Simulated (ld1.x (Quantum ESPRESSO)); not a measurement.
# titanium: RRKJ pseudisation with PBE, fully relativistic reference atom.

| Quantity | Value |
| --- | --- |
| Element | titanium (Ti) |
| Generator | ld1.x (Quantum ESPRESSO) 7.5 |
| Type | norm-conserving RRKJ (Kleinman–Bylander form) |
| Functional | PBE |
| Relativity | fully relativistic |
| Frozen core | [Ar] |
| Valence charge | 4 |
| Reference configuration | 3d2 4s1 4p1 |
| Partial waves | 4p (bound): rc 3.85 bohr; 3d (bound): rc 1.30 bohr; 4s (bound): rc 2.15 bohr |
| Local potential | the s channel |
| Core correction | Bessel-smoothed model core inside 1.15 bohr |

Open shells are filled in proportion to 2j + 1 (rel_dist='average').

- Cutoffs needed: 90 Ry and 100 Ry (the cutoffs (Ry, on a coarse ladder) from which the occupation-weighted sum of valence levels, in a spherical-Bessel basis at the reference potential, stays within 10 and 1 mRy of its value at 400 Ry)
- Ghost test: no extra level below or beside the all-electron valence levels (p1/2, p3/2, d3/2, d5/2, s, f tested) (spherical-Bessel basis up to 400 Ry, 20 bohr box)
- Largest excitation error: -393 meV (all-electron minus pseudo) for 3d1 4s2 4p1, out of 7 test configurations
